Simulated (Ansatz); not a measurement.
Start from `CN(C)BS` and change one atom or group to get `C[N](C)[AlH2]`.

Ansatz, PBE0-D4/def2-TZVP geometries, multiplicity 1. Each molecule was computed in one conformer, which needn't be the lowest.

```
                                          property  `CN(C)BS`
               HOMO energy (B3LYP/def2-TZVPP) / eV      -6.57
             HOMO–LUMO gap (B3LYP/def2-TZVPP) / eV       6.79
size of the dipole moment (ωB97M-V/def2-TZVPP) / D       2.78
             HOMO energy (ωB97M-V/def2-TZVPP) / eV      -8.97
              HOMO–LUMO gap (PBE0/def2-TZVPP) / eV       7.22
                HOMO energy (PBE0/def2-TZVPP) / eV      -6.80
```

(1) What does the change do to each property? (An estimate is asked.)

Results:

(1) The calculation gave: 
```csv
property,`C[N](C)[AlH2]`,shift
HOMO energy (B3LYP/def2-TZVPP) / eV,-6.28,0.29
HOMO–LUMO gap (B3LYP/def2-TZVPP) / eV,5.32,-1.47
size of the dipole moment (ωB97M-V/def2-TZVPP) / D,0.97,-1.81
HOMO energy (ωB97M-V/def2-TZVPP) / eV,-8.76,0.21
HOMO–LUMO gap (PBE0/def2-TZVPP) / eV,5.72,-1.50
HOMO energy (PBE0/def2-TZVPP) / eV,-6.47,0.33
```

With PBE0 the HOMO rises by 0.33 eV and the LUMO falls by 1.18 eV, so the gap narrows by about 1.51 eV. PBE moves the HOMO by 0.31 eV and ωB97M-V by 0.21 eV. The zero-point energy changes by -27.1 kJ/mol with -3 modes. Dipoles are sizes alone; their direction can turn.

B3LYP here is the variant with VWN-RPA as its local correlation; programs differ in this.

Positive LUMOs are unbound, so they and the gaps depend on the basis.
